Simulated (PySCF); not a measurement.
Start geometry of `B[AsH]CC=C` from GFN2-xTB (Å):
```
atom  x, y, z in Å
B1     2.7340    0.1369    0.4739
As2    1.2474    0.2580   -0.8219
C3    -0.1537   -0.7187    0.2606
C4    -1.5148   -0.3416   -0.1884
C5    -2.3520    0.4051    0.5122
H6     3.4926    1.0172    0.6144
H7     2.9438   -0.8634    1.0484
H8     0.8087    1.6434   -0.4286
H9     0.0279   -1.7849    0.0936
H10   -0.0182   -0.5011    1.3214
H11   -1.7974   -0.6945   -1.1741
H12   -2.0961    0.7717    1.4937
H13   -3.3267    0.6724    0.1413
```

Question: What comes out of this run: PBE0-D3(BJ)/def2-SVP geometry optimisation, gas phase in PySCF 2.14.0?

Answer: 
```
atom  x, y, z in Å
B1     2.8966    0.0575    0.3632
As2    1.2259    0.4336   -0.6093
C3    -0.1779   -0.5737    0.3739
C4    -1.5230   -0.3278   -0.2126
C5    -2.5163    0.3183    0.4023
H6     3.7648    0.8949    0.3990
H7     3.1123   -1.0613    0.7644
H8     0.9106    1.8451   -0.1581
H9     0.1204   -1.6295    0.2702
H10   -0.1477   -0.3107    1.4400
H11   -1.6781   -0.6922   -1.2360
H12   -2.4009    0.7075    1.4193
H13   -3.4802    0.4791   -0.0867
```

The energy falls by 9.9 kJ/mol over 11 energy and gradient evaluations, the largest force component goes from 0.0164 to 1.2e-04 Eh/bohr, and the atoms move by 0.272 Å rms after alignment. Among the bonds, B1–H6 and B1–H7 change most and about equally (+0.036 Å). Bonds longer at the end by more than 0.005 Å: 10 of 12; shorter: 2. Among the angles that change most is B1–As2–C3, from 98.1° to 105.0°. Among the dihedrals that turn most is B1–As2–C3–H9, from -83° to -63°. Rotational constants go from 8122, 1586, 1482 to 9963, 1512, 1422 MHz. The orientation of the end geometry is arbitrary; only internal coordinates are fixed.

The run used 128 basis functions and 73 SCF cycles in all. The run took 51 s wall on one thread of an Arm Neoverse V1, on a shared host, and the process peaked at 0.56 GiB of memory.

No PBE0-D3(BJ)/def2-SVP frequencies stand behind this structure, so it isn't proved a minimum. The numbers are those of one conformer.
